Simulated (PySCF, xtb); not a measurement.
BCl2, SMILES Cl[B]Cl, multiplicity 2.

Geometry: PBE0-D3(BJ)/def2-TZVP. The isomer is the one that the SMILES or the coordinates give; other isomers of the formula were not compared.

These are PySCF with IEF-PCM-ωB97X/def2-SVP values and carry that method's errors.

The values are the electrostatic part of the solvation free energy, E(continuum) − E(gas) at the gas-phase geometry, in a cavity of scaled van der Waals radii (PySCF's table); cavitation and dispersion terms are not included. The dipole moment in vacuum is 0.40 D.

Computed values in water (ε = 78.36), benzene (ε = 2.27), n-hexane (ε = 1.88):
```json
[
 {"solvent": "water", "ε": "78.36", "ΔG(elec) (kcal/mol)": "-0.4", "dipole (D)": "0.45"},
 {"solvent": "benzene", "ε": "2.27", "ΔG(elec) (kcal/mol)": "-0.2", "dipole (D)": "0.42"},
 {"solvent": "n-hexane", "ε": "1.88", "ΔG(elec) (kcal/mol)": "-0.1", "dipole (D)": "0.41"}
]
```

For comparison, GFN2-xTB/ALPB(water) (xtb, at the GFN2-xTB geometry, all terms of that model) gives -1.0 kcal/mol.
